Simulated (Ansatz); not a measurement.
The cluster Li7⁻, relaxed as a singlet with RKS PBE/def2-TZVPD in Ansatz, starting from the GFN2-xTB geometry. Force threshold 0.02 eV/Å.

The restricted singlet is unstable towards broken spin symmetry in Hartree–Fock (as tested in another run); at PBE/def2-TZVPD this wasn't settled. The highest occupied level of the charge -1 singlet lies above zero (up to 0.33 eV). By energy differences its removal costs 1.07 eV (vertical, to the charge 0 doublet, at PBE/def2-TZVPD); a positive level beside a positive removal energy at the same level points to self-interaction error. The structure comes from a short search, and lower isomers may exist.

Start:

```xyz
7

Li    1.587    0.488    1.380
Li   -1.092    0.722   -1.723
Li    0.221   -1.660    1.375
Li   -1.428   -1.521   -0.572
Li    0.721    1.990   -0.466
Li   -1.130    0.664    1.020
Li    1.122   -0.682   -1.013
```

Q: Estimate the energy that the relaxation releases and the steps that it takes.

A: 50.2 kJ/mol, in 4 steps; 3 s on 4 threads of Arm Neoverse V2 on a shared host. No frequencies were taken in this run, so the end may be a saddle point.

Q: Does the start keep its bonding?

A: By distances, no bond broke or formed. The bond that changes most is Li1–Li5, from 2.53 to 2.90 Å (atoms count from 1).

Q: Predict the relaxed structure.

A: 
```xyz
7

Li    1.787    0.564    1.607
Li   -1.267    0.829   -1.950
Li    0.262   -1.904    1.549
Li   -1.626   -1.740   -0.649
Li    0.845    2.252   -0.558
Li   -1.176    0.703    1.062
Li    1.176   -0.703   -1.062
```
Bond lengths (bridged metal pairs left out): 15 × Li–Li 2.90 to 3.02 Å.
